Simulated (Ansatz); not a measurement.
`C[O][Ga]([Br])[O][SiH3]` + `N=C=O` → `O=C=N[SiH3]` + `C[O][Ga]([OH])[Br]`  (ligand exchange at the Si–O bond)

Program: Ansatz. Geometries: PBE0-D4/def2-TZVP. ΔE: electronic, gas phase. CCSD(T)/CBS is the MP2 limit (def2-TZVPP, def2-QZVPP) plus CCSD(T) − MP2 in def2-TZVPP, frozen cores. This one scheme is used for every species. DFT in def2-TZVPP. For Br, Ga outer-core shells are correlated without core-valence functions, which leaves a few kJ/mol of doubt a bond. Scalar relativity is left out up to krypton. One conformer a species, not always the lowest.

```
           level  ΔE (kJ/mol)
          revPBE          4.1
CCSD(T)/def2-SVP          8.9
```

Task: What does CCSD(T)/CBS give? (An estimate is asked.)

Result: Ansatz gave: +12.1 kJ/mol. The listed levels differ from it by -8.0, -3.2 kJ/mol.

Largest T1 diagnostic among the species: 0.018.

Leaving LDA and LC-ωPBE aside and taking each functional with its dispersion term where it has one, the values, not all of them listed here, spread over 6.4 kJ/mol, from PBE-D4 to BHLYP-D4. At CCSD(T), def2-SVP lies −3.2 kJ/mol from the extrapolated value and def2-TZVPP +2.0 kJ/mol.
